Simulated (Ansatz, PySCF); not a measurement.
C₂H₁₄Si₄. Atoms are numbered in the order given.

```xyz
20

Si     3.6703     1.1331    -0.3706
C      2.3799    -0.0053     0.3918
Si     0.6286     0.2305    -0.2764
Si    -0.8614    -1.2684     0.7499
C     -2.5599    -1.2774    -0.0763
Si    -3.3750     0.4130    -0.2158
H      3.7472     0.9093    -1.8472
H      3.3056     2.5628    -0.1279
H      5.0238     0.8835     0.2168
H      2.6844    -1.0529     0.2257
H      2.3651     0.1539     1.4838
H      0.1849     1.6411    -0.0366
H      0.6162     0.0065    -1.7590
H     -1.0050    -0.8868     2.1926
H     -0.2573    -2.6409     0.7112
H     -2.4536    -1.6970    -1.0914
H     -3.2238    -1.9565     0.4856
H     -3.4572     1.0672     1.1266
H     -4.7570     0.3002    -0.7760
H     -2.5679     1.2921    -1.1173
```

Geometry optimised at PBE0-D3(BJ)/def2-SVP. The structure was generated by enumeration, and PubChem lists no compound with its InChIKey, so it may never have been made. Other conformers were not sampled.

Vertical ionisation energy (IE) and electron affinity (EA) in eV. Rows of orbital energies are one-electron estimates. Where ΔSCF, EOM or ADC give a negative EA the extra electron is unbound and the value depends on the basis.

```tsv
level	IE	EA
−ε(HOMO), −ε(LUMO), B3LYP/def2-TZVP (PySCF)	7.52	0.50
−ε(HOMO), −ε(LUMO), PBE/def2-TZVP (PySCF)	6.61	1.13
ΔSCF, PBE0/def2-SVPD (Ansatz), final states of multiplicity 2 and 2	9.37	-0.91
ΔSCF, PBE/def2-SVPD (Ansatz), final states of multiplicity 2 and 2	9.04	-0.66
```

Q: What vertical singlet–triplet gap does ΔSCF give with PBE0/def2-SVPD (Ansatz, an electronic-structure program) and with PBE/def2-SVPD (Ansatz)? (An estimate is asked for; the answer gives what the named calculation found.)

A: 5.74 and 5.37 eV (triplet above singlet where positive).
